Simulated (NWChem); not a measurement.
All runs are NWChem calculations. System: FZn (+1), charge 1, spin multiplicity 1, at a geometry optimised with PBE/def2-SVP. The structure started from a generated list of species. Level: TD-PBE0/6-31G* (spherical d).

NWChem printed:

```
             Northwest Computational Chemistry Package (NWChem) 7.3.0
             --------------------------------------------------------

                                NWChem Input Module
                                -------------------

 Scaling coordinates for geometry "geometry" by  1.889725989
 (inverse scale =  0.529177249)

                             Geometry "geometry" -> ""
                             -------------------------

 Output coordinates in angstroms (scale by  1.889725989 to convert to a.u.)

  No.       Tag          Charge          X              Y              Z
 ---- ---------------- ---------- -------------- -------------- --------------
    1 Zn                  30.0000     0.00000000     0.00000000    -0.39990900
    2 F                    9.0000     0.00000000     0.00000000     1.33302900

 Effective nuclear repulsion energy (a.u.)      82.4483375804

            Nuclear Dipole moment (a.u.)
            ----------------------------
        X                 Y               Z
 ---------------- ---------------- ----------------
     0.0000000000     0.0000000000    -0.0000170075


 Summary of "ao basis" -> "" (spherical)
 ------------------------------------------------------------------------------
       Tag                 Description            Shells   Functions and Types
 ---------------- ------------------------------  ------  ---------------------
 *                           6-31g*                   on all atoms

                                 NWChem DFT Module
                                 -----------------

 Summary of "ao basis" -> "ao basis" (spherical)
 ------------------------------------------------------------------------------
       Tag                 Description            Shells   Functions and Types
 ---------------- ------------------------------  ------  ---------------------
 Zn                          6-31g*                 12       34   5s4p2d1f
 F                           6-31g*                  6       14   3s2p1d

 Summary of "ao basis" -> "ao basis" (spherical)
 ------------------------------------------------------------------------------
       Tag                 Description            Shells   Functions and Types
 ---------------- ------------------------------  ------  ---------------------
 Zn                          6-31g*                 12       34   5s4p2d1f
 F                           6-31g*                  6       14   3s2p1d

            General Information
            -------------------
          SCF calculation type: DFT
          Wavefunction type:  closed shell.
          No. of atoms     :     2
          No. of electrons :    38
           Alpha electrons :    19
            Beta electrons :    19
          Charge           :     1
          Spin multiplicity:     1
          Use of symmetry is: off; symmetry adaption is: off
          Maximum number of iterations: 100
          AO basis - number of functions:    48
                     number of shells:    18
          Convergence on energy requested:  1.00D-06
          Convergence on density requested:  1.00D-05
          Convergence on gradient requested:  5.00D-04

              XC Information
              --------------
                         PBE0 Method XC Functional
                     Hartree-Fock (Exact) Exchange  0.250
          PerdewBurkeErnzerhof Exchange Functional  0.750
            Perdew 1991 LDA Correlation Functional  1.000 local
           PerdewBurkeErnz. Correlation Functional  1.000 non-local

             Grid Information
             ----------------
          Grid used for XC integration:  medium
          Radial quadrature: Mura-Knowles
          Angular quadrature: Lebedev.
          Tag              B.-S. Rad. Rad. Pts. Rad. Cut. Ang. Pts.
          ---              ---------- --------- --------- ---------
          Zn                  1.35      112           7.0       590
          F                   0.50       49           7.0       434
          Grid pruning is: on
          Number of quadrature shells:   161
          Spatial weights used:  Erf1

          Convergence Information
          -----------------------
          Convergence aids based upon iterative change in
[...]
     Dipole Oscillator Strength                    0.0000000000
     Electric Quadrupole                           0.0000000084
     Magnetic Dipole                               0.0000000000
     Total Oscillator Strength                     0.0000000084

          sigma_e =   1.4722 Angstrom
          sigma_h =   0.5187 Angstrom
         |d_h->e| =   0.3344 Angstrom
            d_exc =   1.5960 Angstrom
            d_CD1 =   1.2879 Angstrom
            d_CD2 =  -0.6611 Angstrom
            d_CD3 =   1.9304 Angstrom
     Pearson C.C. =   0.0007

     Occ.   16  a   ---  Virt.   20  a    0.99676 X
     Occ.   16  a   ---  Virt.   24  a    0.05641 X
  ----------------------------------------------------------------------------
  Root   5 singlet a              0.303666567 a.u.                8.2632 eV
  ----------------------------------------------------------------------------
     Transition Moments    X -0.00000   Y  0.00000   Z  0.00000
     Transition Moments   XX -0.00000  XY -0.23666  XZ -0.00000
     Transition Moments   YY  0.00000  YZ -0.00000  ZZ  0.00000
     Dipole Oscillator Strength                    0.0000000000
     Electric Quadrupole                           0.0000000084
     Magnetic Dipole                               0.0000000000
     Total Oscillator Strength                     0.0000000084

          sigma_e =   1.4722 Angstrom
          sigma_h =   0.5187 Angstrom
         |d_h->e| =   0.3344 Angstrom
            d_exc =   1.5960 Angstrom
            d_CD1 =   1.2879 Angstrom
            d_CD2 =  -0.6611 Angstrom
            d_CD3 =   1.9304 Angstrom
     Pearson C.C. =   0.0007

     Occ.   15  a   ---  Virt.   20  a   -0.99675 X
     Occ.   15  a   ---  Virt.   24  a   -0.05641 X
  ----------------------------------------------------------------------------
  Root   6 singlet a              0.306870564 a.u.                8.3504 eV
  ----------------------------------------------------------------------------
     Transition Moments    X  0.00152   Y -0.04810   Z -0.00000
     Transition Moments   XX  0.00000  XY -0.00000  XZ -0.01216
     Transition Moments   YY -0.00000  YZ  0.38430  ZZ  0.00000
     Dipole Oscillator Strength                    0.0004737296
     Electric Quadrupole                           0.0000000227
     Magnetic Dipole                               0.0000000748
     Total Oscillator Strength                     0.0004738272

          sigma_e =   1.4770 Angstrom
          sigma_h =   0.5975 Angstrom
         |d_h->e| =   0.3671 Angstrom
            d_exc =   1.6287 Angstrom
            d_CD1 =   1.2465 Angstrom
            d_CD2 =  -0.6701 Angstrom
            d_CD3 =   1.9959 Angstrom
     Pearson C.C. =   0.0116

     Occ.   13  a   ---  Virt.   20  a    0.99644 X
     Occ.   13  a   ---  Virt.   24  a    0.05405 X
  ----------------------------------------------------------------------------
  Root   7 singlet a              0.306870564 a.u.                8.3504 eV
  ----------------------------------------------------------------------------
     Transition Moments    X  0.04810   Y  0.00152   Z  0.00000
     Transition Moments   XX -0.00000  XY  0.00000  XZ -0.38431
     Transition Moments   YY  0.00000  YZ -0.01216  ZZ -0.00000
     Dipole Oscillator Strength                    0.0004737490
     Electric Quadrupole                           0.0000000228
     Magnetic Dipole                               0.0000000748
     Total Oscillator Strength                     0.0004738465

          sigma_e =   1.4770 Angstrom
          sigma_h =   0.5975 Angstrom
         |d_h->e| =   0.3671 Angstrom
            d_exc =   1.6287 Angstrom
            d_CD1 =   1.2465 Angstrom
            d_CD2 =  -0.6701 Angstrom
            d_CD3 =   1.9959 Angstrom
     Pearson C.C. =   0.0116

     Occ.   14  a   ---  Virt.   20  a    0.99644 X
     Occ.   14  a   ---  Virt.   24  a    0.05405 X
  ----------------------------------------------------------------------------
  Root   8 singlet a              0.308005144 a.u.                8.3812 eV
  ----------------------------------------------------------------------------
     Transition Moments    X -0.00000   Y -0.00000   Z  0.00000
     Transition Moments   XX -0.00000  XY -0.00000  XZ  0.00000
     Transition Moments   YY  0.00000  YZ  0.00000  ZZ  0.00000
     Dipole Oscillator Strength                    0.0000000000
     Electric Quadrupole                           0.0000000000
     Magnetic Dipole                               0.0000000000
     Total Oscillator Strength                     0.0000000000

          sigma_e =   1.8732 Angstrom
          sigma_h =   0.8108 Angstrom
         |d_h->e| =   1.6036 Angstrom
            d_exc =   2.5956 Angstrom
            d_CD1 =   2.6660 Angstrom
            d_CD2 =   0.2616 Angstrom
            d_CD3 =   4.1991 Angstrom
     Pearson C.C. =   0.0002

     Occ.   18  a   ---  Virt.   22  a   -0.70624 X
     Occ.   19  a   ---  Virt.   21  a    0.70624 X
  ----------------------------------------------------------------------------
  Root   9 singlet a              0.310037206 a.u.                8.4365 eV
  ----------------------------------------------------------------------------
     Transition Moments    X -0.00000   Y  0.00000   Z  0.00000
     Transition Moments   XX  0.00000  XY  0.73602  XZ  0.00000
     Transition Moments   YY -0.00000  YZ  0.00000  ZZ  0.00000
     Dipole Oscillator Strength                    0.0000000000
     Electric Quadrupole                           0.0000000860
     Magnetic Dipole                               0.0000000000
     Total Oscillator Strength                     0.0000000860

          sigma_e =   1.8777 Angstrom
          sigma_h =   0.8168 Angstrom
         |d_h->e| =   1.5957 Angstrom
            d_exc =   2.5944 Angstrom
            d_CD1 =   2.6566 Angstrom
            d_CD2 =   0.2485 Angstrom
            d_CD3 =   4.1901 Angstrom
     Pearson C.C. =   0.0027

     Occ.   15  a   ---  Virt.   20  a    0.05657 X
     Occ.   18  a   ---  Virt.   21  a    0.15295 X
     Occ.   18  a   ---  Virt.   22  a   -0.68842 X
     Occ.   19  a   ---  Virt.   21  a   -0.68842 X
     Occ.   19  a   ---  Virt.   22  a   -0.15295 X
  ----------------------------------------------------------------------------
  Root  10 singlet a              0.310037392 a.u.                8.4366 eV
  ----------------------------------------------------------------------------
     Transition Moments    X  0.00000   Y  0.00000   Z -0.00000
     Transition Moments   XX  0.73601  XY -0.00000  XZ -0.00000
     Transition Moments   YY -0.73601  YZ -0.00000  ZZ -0.00000
     Dipole Oscillator Strength                    0.0000000000
     Electric Quadrupole                           0.0000000860
     Magnetic Dipole                               0.0000000000
     Total Oscillator Strength                     0.0000000860

          sigma_e =   1.8777 Angstrom
          sigma_h =   0.8168 Angstrom
         |d_h->e| =   1.5957 Angstrom
            d_exc =   2.5944 Angstrom
            d_CD1 =   2.6566 Angstrom
            d_CD2 =   0.2485 Angstrom
            d_CD3 =   4.1901 Angstrom
     Pearson C.C. =   0.0027

     Occ.   16  a   ---  Virt.   20  a    0.05653 X
     Occ.   18  a   ---  Virt.   21  a    0.68842 X
     Occ.   18  a   ---  Virt.   22  a    0.15295 X
     Occ.   19  a   ---  Virt.   21  a    0.15295 X
     Occ.   19  a   ---  Virt.   22  a   -0.68842 X

              Target root =      1
          Target symmetry = none
      Ground state energy =  -1878.215098481825
        Excitation energy =      0.116751346464
     Excited state energy =  -1878.098347135361

  stored tddft:energy   -1878.0983471353611

 Task  times  cpu:       55.7s     wall:       55.7s

 Total times  cpu:       55.8s     wall:       55.8s
```

Write an NWChem input that would produce this output.

One answer among several that fit: 
```
start mol
memory heap 200 mb stack 900 mb global 1100 mb
charge 1
geometry units angstroms nocenter noautoz noautosym
  Zn     0.000000     0.000000    -0.399909
  F      0.000000     0.000000     1.333029
end
basis spherical
  * library 6-31g*
end
dft
  xc pbe0
  semidirect memsize 60000000 filesize 0
  iterations 100
end
tddft
  rpa
  nroots 10
  notriplet
end
task tddft energy
```
